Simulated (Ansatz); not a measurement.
Start from `NB[SiH2]O` and change one element to get `NB[SiH2][SeH]`.

Ansatz, PBE0-D4/def2-TZVP geometries, multiplicity 1. Each molecule was computed in one conformer, which needn't be the lowest.

Scalar relativity is left out up to krypton.

```csv
property,`NB[SiH2]O`
size of the dipole moment (PBE/def2-TZVPP) / D,2.73
HOMO–LUMO gap (PBE0/def2-TZVPP) / eV,6.76
LUMO energy (B3LYP/def2-TZVPP) / eV,-0.90
size of the dipole moment (B3LYP/def2-TZVPP) / D,2.73
HOMO–LUMO gap (PBE/def2-TZVPP) / eV,4.52
HOMO energy (PBE0/def2-TZVPP) / eV,-7.46
```

Give the same properties after the change, and the shifts. (An estimate is asked.)

Ansatz gave: 
```tsv
property	`NB[SiH2][SeH]`	shift
size of the dipole moment (PBE/def2-TZVPP) / D	3.43	0.70
HOMO–LUMO gap (PBE0/def2-TZVPP) / eV	5.67	-1.09
LUMO energy (B3LYP/def2-TZVPP) / eV	-1.16	-0.26
size of the dipole moment (B3LYP/def2-TZVPP) / D	3.41	0.68
HOMO–LUMO gap (PBE/def2-TZVPP) / eV	3.67	-0.85
HOMO energy (PBE0/def2-TZVPP) / eV	-6.66	0.80
```

With PBE0 the HOMO rises by 0.80 eV and the LUMO falls by 0.29 eV, so the gap narrows by about 1.09 eV. PBE moves the HOMO by 0.61 eV and ωB97M-V by 0.85 eV. Dipoles are sizes alone; their direction can turn.

B3LYP here is the variant with VWN-RPA as its local correlation; programs differ in this.

Spin–orbit coupling is left out; it splits and shifts lone-pair levels of the heavy atoms by tenths of an eV.
